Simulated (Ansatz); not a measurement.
Ideal-gas functions of `ClC(Cl)(Cl)Br` at 400 K and 1 bar, from an Ansatz frequency run at PBE0-D4/def2-TZVP.

Molar mass 198.27 g/mol, point group C3v (symmetry number 3), electronic degeneracy 1, moments of inertia 293.302, 440.346, 440.347 u Å². Harmonic wavenumbers (cm⁻¹, unscaled): 190, 190, 249, 297, 297, 433, 730, 788, 788.

Use S(trans) = R[1.5 ln M + 2.5 ln T − 1.1517]; rotational temperatures θ = 24.2544 K / I; S(rot) = R[ln(√π/σ · √(T³/θAθBθC)) + 1.5]; for each mode x = 1.438777 ν̃/T, S = R[x/(eˣ − 1) − ln(1 − e⁻ˣ)] and H = RT x/(eˣ − 1); 1 cm⁻¹ = 0.0119627 kJ/mol; R = 8.31446 J/(mol·K).

Problem. By hand: the entropy, in J/(mol·K).

Solution. Translation 180.9. Rotation: θ = 0.0827, 0.0551, 0.0551 K, giving 117.3. Vibration, mode by mode: 11.64, 11.64, 9.50, 8.15, 8.15, 5.42, 2.33, 1.97, 1.97, in all 60.8. Electronic 0.0. Sum 359.0 J/(mol·K).

Problem. By hand: H − E and G − E in kJ/mol, counted from the electronic energy.

Solution. Zero-point energy ½ × 3962 × 0.0119627 = 23.7; thermal vibration 13.7; translation, rotation and pV give 4 RT = 13.3. H − E = 50.7 kJ/mol, and G − E = 50.7 − 400 × 359.0/1000 = -92.9 kJ/mol.

Vibration gives 17 % of the entropy.
